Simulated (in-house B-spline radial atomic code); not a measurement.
What moves the levels of neutral thallium ([Xe] 4f14 5d10 6s2 6p1)? Method: Dirac-Hartree-Fock, average of configuration, Fermi nucleus of rms radius 5.4759 fm. Calculated with a radial B-spline atomic code at the basis-set limit.

Baseline run (computed): total energy -20274.8437 hartree, 1s1/2 at -3164.177 hartree, 6p3/2 at -4.804 eV with <r> = 4.012 bohr.

Scaling the speed of light c (a factor of 100 is close to the non-relativistic limit):

```csv
c/c0,ΔE (hartree),6p3/2 level (eV),6p3/2 <r> (bohr)
0.9,-396.92,-4.67894,4.051
0.98,-66.57,-4.7827,4.018
1.02,61.546,-4.82384,4.007
2,1029.3,-5.14228,3.94
100,1313.6,-5.23552,3.926
```

Changing the nucleus:

```tsv
nucleus	ΔE (eV)
Gaussian nucleus of rms radius 5.4759 fm	-1.16
uniform spherical nucleus of rms radius 5.4759 fm	0.274
Gaussian nucleus of rms radius 0.01 fm	-144
Fermi nucleus of rms radius 5.3664 fm	-4.58
Fermi nucleus of rms radius 5.5854 fm	4.64
```

A larger nucleus binds the electrons less, roughly as the density at the nucleus times the change of the nuclear <r²>. At equal rms radius the shape enters only through higher moments. A radius of 0.01 fm is nearly a point.

(1) The nuclear charge is raised by 0.1. What does the Hellmann-Feynman theorem predict for the energy, and what is found?

Answers

(1) dE/dZ ≈ -Σ<1/r>, which is -632.392 at the start and -633.658 at the end; their mean times 0.1 is -63.302 hartree, and the two runs differ by -63.297 hartree.
